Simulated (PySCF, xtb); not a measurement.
HSe, multiplicity 2. Atoms are numbered in the order given.

```xyz
2

Se     0.0000     0.0000    -0.0421
H      0.0000     0.0000     1.4327
```
Charge 0, spin multiplicity 2.

Geometry optimised at B3LYP-D3(BJ)/def2-TZVPD.

Level of theory: C-PCM-PBE0/def2-TZVPD in PySCF 2.14.0.

The values are the electrostatic part of the solvation free energy, E(continuum) − E(gas) at the gas-phase geometry, in a cavity of scaled van der Waals radii (PySCF's table); cavitation and dispersion terms are not included. The dipole moment in vacuum is 0.55 D.

Task: Estimate the values in water (ε = 78.36), ethanol (ε = 24.85), dimethylsulfoxide (ε = 46.83). (An estimate is asked for; the answer gives what the named calculation found.)

Result: 
```tsv
solvent	ε	ΔG(elec) (kcal/mol)	dipole (D)
water	78.36	-1.7	0.85
ethanol	24.85	-1.7	0.83
dimethylsulfoxide	46.83	-1.7	0.84
```

For comparison, GFN2-xTB/ALPB(water) (xtb, at the GFN2-xTB geometry, all terms of that model) gives -0.8 kcal/mol.
